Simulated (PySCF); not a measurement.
C4H4BFO, SMILES C#CB(F)C(C)=O.

Geometry: B3LYP-D3(BJ)/def2-SVP. This is a generated structure with no PubChem entry under its InChIKey; it may be hypothetical. One conformer was computed; it need not be the lowest.

All values below come from PBE/def2-TZVP run with PySCF.

Gas-phase values at a fixed geometry.

The total energy is -354.46207 hartree, the highest occupied level is -5.71 eV and the lowest empty level comes out as -2.84 eV. The orbital gap comes out as 2.87 eV and the dipole moment is 2.94 D. The quadrupole, principal values (traceless, Buckingham form, about the centre of nuclear charge) comes out as -10.07, -1.75, 11.82 D·Å and the mean static polarisability comes out as 64.9 bohr³ (9.61 Å³). The polarisability, principal values is 52.9, 53.9, 87.8 bohr³.
